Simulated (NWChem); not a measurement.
# CH5ClOSi2; SMILES C1[Si@H](Cl)O[SiH2]1

```xyz
10

Cl    -0.0778    -2.1622    -0.3877
Si     0.0629    -0.3999     0.6737
C      1.3733     0.7912     0.0224
Si    -0.1356     1.8642    -0.4012
O     -1.1667     0.6751     0.2602
H      0.0530    -0.7530     2.1144
H      2.0546     1.2033     0.7826
H      1.9622     0.4194    -0.8290
H     -0.3972     2.0886    -1.8503
H     -0.2391     3.1514     0.3420
```
Atoms are numbered in this order, from 1.

Program: NWChem. The geometry was optimised at PBE0/def2-SVP.

For level B3LYP/def2-SVP:

| Item | Result |
|---|---|
| highest occupied level (eV) | -8.06 |
| orbital gap (eV) | 7.81 |
| dipole (D) | 2.29 |

**Question.** Estimate the same quantities for level Hartree-Fock/def2-SVP.

**Answer.** The highest occupied level (eV) is -11.35 and the orbital gap (eV) is 14.66. The dipole (D) is 2.67.
